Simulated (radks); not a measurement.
Results of a calculation; reference values are marked as such.
Species: La XLV. Configuration: [Ne] 3s2 3p1 (the NIST ground configuration).

Code: a radial shooting solver on a logarithmic mesh with Libxc functionals. Model: non-relativistic Kohn-Sham, PBE, spin-polarised, spherical densities, point nucleus; open shells are filled with parallel spins first (spin-orbit coupling, left out, can overturn this in heavy ions); relativity is left out, which matters for an element this heavy.

Energy parts (hartree):
part                       energy
total                  -6402.2736
kinetic                 6401.7309
electron-nucleus      -13415.2901
Hartree                  714.5470
exchange-correlation    -103.2614

Orbitals (lengths in bohr, moments of r in powers of bohr; r(90%) holds 90 % of the orbital's charge):
orbital  occ.  eigenvalue (hartree)  r(90%)  <1/r>
1s up       1             -1462.771  0.0473  56.48
1s down     1             -1462.675  0.0473  56.49
2s up       1             -309.8401   0.172  13.25
2s down     1             -309.7560   0.172  13.25
2p up       3             -299.7310   0.154  13.22
2p down     3             -299.6198   0.154  13.22
3s up       1             -126.3655   0.385  5.531
3s down     1             -125.9625   0.386  5.526
3p up       1             -122.7120   0.373  5.483
3p down     0             -122.3088   0.373  5.482
3d up       0             -117.2605   0.332  5.366
3d down     0             -116.9376   0.332  5.372
4s up       0             -68.03167   0.686  3.014
4s down     0             -67.88661   0.687  3.012
4p up       0             -66.46793   0.679  2.990
4p down     0             -66.32591   0.680  2.988

The highest occupied level is 3p up at -3339.2 eV. For comparison, the ionisation energy in NIST's Atomic Spectra Database is 3515 eV (theoretical). In exact Kohn-Sham theory the highest level is minus the ionisation energy, but local and semilocal functionals leave it too shallow, through self-interaction and a potential that decays too fast; potentials with the right tail come closer. Summed over all electrons, <r^2> = 0.3325 bohr^2, which gives a Langevin (diamagnetic) susceptibility term of -0.263 x 10^-6 cm^3/mol. Virial ratio -V/T = 2.00008. The density falls to 0.001 e/bohr^3 at r = 0.72 bohr. Spin moment in Bohr magnetons: 1. The spin density at the nucleus is -2.953 e/bohr^3 (1s -4.982, 2s -1.026, 3s 3.055). The electron density at the nucleus is 1.319e+05 e/bohr^3.
